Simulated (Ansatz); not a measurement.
## Ansatz (development build ahead of 0.2.0) run

```yaml
crystal:
  periodic: [false, false, false]
  atoms:
    - { symbol: B, position_ang: [-0.02043, 0.00828, -0.04488] }
    - { symbol: F, position_ang: [0.85249, 0.79056, 0.79212] }
    - { symbol: F, position_ang: [0.85635, -0.79212, -0.80337] }
    - { symbol: F, position_ang: [-0.79522, 0.81867, -0.76333] }
    - { symbol: F, position_ang: [-0.82483, -0.79854, 0.7639] }
basis:
  gaussian: { orbitals: STO-3G }
total_charge: -1
hamiltonian:
  xc: hf
```

The input is written out in the form of the current development build from the run's settings.

The run gave:

```
Converged                       : yes
Total energy                    : -416.60824 hartree
Spin squared of the determinant : 0.000
```

Caution: no diffuse functions for an anion.
